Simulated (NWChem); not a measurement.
Program: NWChem. System: C₃H₆OSi, charge 0, spin multiplicity 1, at a geometry optimised with PBE0/def2-SVP. The structure started from a generated list of species. Level: MP2/def2-TZVP, 9 core orbitals frozen.

Output (cleaned and shortened):

```
             Northwest Computational Chemistry Package (NWChem) 7.3.0
             --------------------------------------------------------

                                NWChem Input Module
                                -------------------

 Scaling coordinates for geometry "geometry" by  1.889725989
 (inverse scale =  0.529177249)

                             Geometry "geometry" -> ""
                             -------------------------

 Output coordinates in angstroms (scale by  1.889725989 to convert to a.u.)

  No.       Tag          Charge          X              Y              Z
 ---- ---------------- ---------- -------------- -------------- --------------
    1 Si                  14.0000     1.60477300     0.23503700    -0.11004800
    2 C                    6.0000    -0.22031100     0.07741800    -0.61415800
    3 C                    6.0000    -1.22024900     0.86367900     0.18956200
    4 C                    6.0000    -1.61853800    -0.32017000     0.68565500
    5 O                    8.0000    -0.77195800    -1.13903100    -0.01279900
    6 H                    1.0000     2.12361800     1.56260500    -0.56212500
    7 H                    1.0000     1.69503500     0.13251100     1.37426900
    8 H                    1.0000     2.41349600    -0.84266700    -0.75399200
    9 H                    1.0000    -0.37048000     0.05994800    -1.70738500
   10 H                    1.0000    -1.47106800     1.91277500     0.31650500
   11 H                    1.0000    -2.32717500    -0.72901000     1.40943400

 Effective nuclear repulsion energy (a.u.)     216.1850021486

            Nuclear Dipole moment (a.u.)
            ----------------------------
        X                 Y               Z
 ---------------- ---------------- ----------------
    -0.0000075589    -0.0000113384    -0.0000075589


 Summary of "ao basis" -> "" (spherical)
 ------------------------------------------------------------------------------
       Tag                 Description            Shells   Functions and Types
 ---------------- ------------------------------  ------  ---------------------
 *                         def2-tzvp                  on all atoms

 Summary of "ao basis" -> "ao basis" (spherical)
 ------------------------------------------------------------------------------
       Tag                 Description            Shells   Functions and Types
 ---------------- ------------------------------  ------  ---------------------
[...]
     2   2 0 0    -28.085736      0.000000    309.574356
     2   1 1 0     -0.408736      0.000000     33.453766
     2   1 0 1     -1.786630      0.000000    -47.941861
     2   0 2 0    -29.878119      0.000000     84.428274
     2   0 1 1     -0.749731      0.000000     -5.181449
     2   0 0 2    -27.813998      0.000000     47.299764

                   NWChem MP2 Semi-direct Energy/Gradient Module
                   ---------------------------------------------

  Basis functions       =    197
  Molecular orbitals    =    197
  Frozen core           =      9
  Frozen virtuals       =      0
  Active alpha occupied =     14
  Active beta occupied  =     14
  Active alpha virtual  =    174
  Active beta virtual   =    174
  Use MO symmetry       = F
  Use skeleton AO sym   = F

  AO/Fock/Back tols     =   1.0D-09  1.0D-09  1.0D-09

 GA uses MA = F    GA memory limited = T

 Available:
  local mem=  1.15D+08
 global mem=  1.31D+08
 local disk=  0.00D+00
  mp2_memr nvloc                   174
  nvloc new                   174
   1 passes of  14:        5242880                     200921                 156156427.
   1 passes of  14: M    114678539           G      130994382           F     109435659.
  mp2_memr nvloc                   174
  nvloc new                   174
   2 passes of   7:        5242880                     140046                  78111372.
   2 passes of   7: M    114678539           G      130994382           F     109435659.

 Semi-direct pass number   1 of   2  for RHF alpha+beta  at      212.0s
  vrange nnbf                 18846
  mp2_eaftype                   297  avail_ma_in_mb                   999
 EAF : mp2_eaftype filesize         297   39055686.
  mp2_eaf for mointskh                    297
Node 0 wrote    183.6 Mb in      0.1 s     Agg I/O rate:  2136.5 Mb/s
 Done moints_semi at      245.9s
  mp2_eaftype                   297  avail_ma_in_mb                   702
 EAF : mp2_eaftype filesize         297   39055686.
  mp2_eaf for kh                   297
 Done maket at      246.8s
 Semi-direct pass number   2 of   2  for RHF alpha+beta  at      246.8s
  vrange nnbf                 18846
  mp2_eaftype                   297  avail_ma_in_mb                   702
 EAF : mp2_eaftype filesize         297   39055686.
  mp2_eaf for mointskh                    297
Node 0 wrote    183.6 Mb in      0.1 s     Agg I/O rate:  1994.5 Mb/s
 Done moints_semi at      278.8s
  mp2_eaftype                   297  avail_ma_in_mb                   702
 EAF : mp2_eaftype filesize         297   39055686.
  mp2_eaf for kh                   297
 Done maket at      279.7s
 Done multipass loop at      279.7s

          -------------------------------------------
          SCF energy                -480.885492841715
          Correlation energy          -0.826220082446
          Singlet pairs               -0.533033271432
          Triplet pairs               -0.293186811014
          Total MP2 energy          -481.711712924161
          -------------------------------------------

          ---------------------------------------------------
                    Spin Component Scaled (SCS) MP2
          Same spin pairs                     -0.195457874009
          Same spin scaling factor             0.333333333333
          Opposite spin pairs                 -0.630762208436
          Opposite spin scaling fact.          1.200000000000
          SCS-MP2 correlation energy          -0.822067274793
          Total SCS-MP2 energy              -481.707560116508
          ---------------------------------------------------

 -----------------------
 Performance information
 -----------------------

 Timer overhead =  2.27D-07 seconds/call

               Nr. of calls         CPU time (s)                 Wall time (s)                GFlops
             ---------------    -------------------     ------------------------------   -------------------
Name         Min   Avg   Max    Min     Avg     Max     Min     Avg     Max   Mx/calls   Min     Max     Sum
mp2: moin     2     2     2    66.     66.     66.      66.     66.     66.     33.      0.0     0.0     0.0
mp2: make     2     2     2    1.9     1.9     1.9      1.9     1.9     1.9    0.96      0.0     0.0     0.0
mp2: tota     1     1     1    68.     68.     68.      68.     68.     68.     68.      0.0     0.0     0.0

 The average no. of pstat calls per process was 5.00D+00
 with a timing overhead of 1.13D-06s

 Task  times  cpu:      279.7s     wall:      279.7s

 Total times  cpu:      279.7s     wall:      279.7s
```

Q: Write an NWChem input that would produce this output.

A: Several could match; the one computed here: 
```
start mol
memory heap 200 mb stack 800 mb global 1000 mb
geometry units angstroms nocenter noautoz noautosym
  Si     1.604773     0.235037    -0.110048
  C     -0.220311     0.077418    -0.614158
  C     -1.220249     0.863679     0.189562
  C     -1.618538    -0.320170     0.685655
  O     -0.771958    -1.139031    -0.012799
  H      2.123618     1.562605    -0.562125
  H      1.695035     0.132511     1.374269
  H      2.413496    -0.842667    -0.753992
  H     -0.370480     0.059948    -1.707385
  H     -1.471068     1.912775     0.316505
  H     -2.327175    -0.729010     1.409434
end
basis spherical
  * library def2-tzvp
end
scf
  rhf
  nopen 0
  maxiter 100
  thresh 1e-7
  semidirect memsize 60000000 filesize 0
end
mp2
  freeze core 9
end
task mp2 energy
```
